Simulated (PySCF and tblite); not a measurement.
Results of a calculation; reference values are marked as such.
C4H6F2O2, numbered as in [F:1][C@H:2]1[CH2:3][O:4][CH2:5][O:6][C@@H:7]1[F:8].

Search: ETKDG, MMFF94s, GFN2-xTB, 60 starts; geometries at GFN2-xTB. Free energies are PBE0-D3(BJ)/pcSseg-1 (IEF-PCM, tetrahydrofuran) single points with GFN2-xTB rigid-rotor and vibrational terms (modes under about 100 cm⁻¹ blended into free rotors). Symmetry numbers and mirror images are counted. Conformers within 2.5 kcal/mol (GFN2-xTB free energy) were kept, 6 at most. GIAO shieldings: PBE0/pcSseg-1 (IEF-PCM, tetrahydrofuran). Shifts are against TMS (¹H), TMS (¹³C), CFCl3 (¹⁹F) at the same level; of two unlike H on one atom, a is the less shielded. (PySCF 2.14, tblite 0.8.)

(1) What shifts does this protocol give at 298.15 K under fast conformational exchange?

(2) How do the conformers differ?

Unscaled ¹⁹F shifts at such levels can be off by tens of ppm; differences between conformers or isomers are more reliable. Shifts are unscaled: against experiment ¹³C can be off by 15 ppm or more and ¹H by 0.8 ppm.

Results:

(1) ¹H: 6.14 (H7, 1H), 5.47 (H5a, 1H), 5.23 (H5b, 1H), 4.64 (H3a, 1H), 4.57 (H2, 1H), 4.32 (H3b, 1H) ppm. ¹³C: 110.0 (C7), 90.9 (C5), 87.7 (C2), 71.0 (C3) ppm. ¹⁹F: -168.0 (F8), -224.7 (F1) ppm.

(2) The 6-ring runs over atoms 2–3–4–5–6–7.
| conformer | shape | weight % |
| --- | --- | --- |
| 1 | 6-ring chair (F1, F8 axial) | 99.9 |
| 2 | 6-ring between boat and twist-boat (ring torsions -66, 23, 39, -55, 10, 47°) | 0.1 |

```json
{"signal": "H2", "1": "4.57", "2": "5.06", "average": "4.57"}
{"signal": "H3a", "1": "4.64", "2": "3.90", "average": "4.64"}
{"signal": "H3b", "1": "4.32", "2": "4.40", "average": "4.32"}
{"signal": "H5a", "1": "5.47", "2": "5.58", "average": "5.47"}
{"signal": "H5b", "1": "5.23", "2": "5.52", "average": "5.23"}
{"signal": "H7", "1": "6.14", "2": "6.27", "average": "6.14"}
{"signal": "C2", "1": "87.7", "2": "93.9", "average": "87.7"}
{"signal": "C3", "1": "71.0", "2": "63.6", "average": "71.0"}
{"signal": "C5", "1": "90.9", "2": "91.7", "average": "90.9"}
{"signal": "C7", "1": "110.0", "2": "115.0", "average": "110.0"}
{"signal": "F1", "1": "-224.7", "2": "-222.5", "average": "-224.7"}
{"signal": "F8", "1": "-168.0", "2": "-157.7", "average": "-168.0"}
```


Conformer gaps in pcSseg-1 on xTB geometries can be 2 kcal/mol off for S=O, P=O and other polar bonds.